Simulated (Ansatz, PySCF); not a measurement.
Species: BH2, net charge 0, doublet state. 
Geometry from a B3LYP-D3(BJ)/def2-TZVP (Ansatz, a first-principles code) optimisation:
```xyz
3

B      0.1441    -0.0062    -0.0077
H     -0.4073    -1.0572    -0.0004
H     -0.3134     1.0880     0.0389
```
Charge 0, spin multiplicity 2.

Total electronic energies in hartree. Valence correlation only, unless marked. Open shells are spin-unrestricted. No spin-orbit coupling. No relativistic terms. Basis-set limits of correlation are two-point, X^-3; Hartree-Fock from the larger set (for Q and 5 zeta extrapolated as (X+1)exp(-9√X)). The bracket is a focal-point correction in the basis named.

| level | program | energy (Eh) |
|---|---|---|
| RI-HF/def2-QZVPP | Ansatz | -25.76223 |
| PBE0/STO-3G | Ansatz | -25.54392 |
| r2SCAN0/def2-TZVPD | Ansatz | -25.91743 |
| MN15-D3(BJ)/def2-TZVPD | PySCF + dftd3 | -25.89758 |
| CAM-B3LYP-D4/def2-TZVPD | Ansatz + dftd4 | -25.91696 |
| LC-wPBE/def2-TZVPD | Ansatz | -25.91442 |
| MP2/aug-cc-pVDZ | Ansatz | -25.82236 |
| MP2/cc-pVQZ | Ansatz | -25.84980 |
| MP2/cc-pV5Z | Ansatz | -25.85213 |
| SCS-MP2/cc-pVTZ | Ansatz | -25.85100 |
| CCSD(T)/aug-cc-pVDZ | Ansatz | -25.84378 |
| CCSD(T)/cc-pV5Z | Ansatz | -25.87054 |
| RI-MP2/CBS(cc-pVTZ,cc-pVQZ)+[CCSD(T)-MP2]/cc-pVTZ | Ansatz | -25.8741 |
| CCSD(T)/CBS(cc-pVTZ,cc-pVQZ) | Ansatz | -25.8721 |
| CCSD(T)/CBS(cc-pVQZ,cc-pV5Z) | Ansatz | -25.8718 |

Totals of different functionals don't rank their quality; only differences between species are comparable.
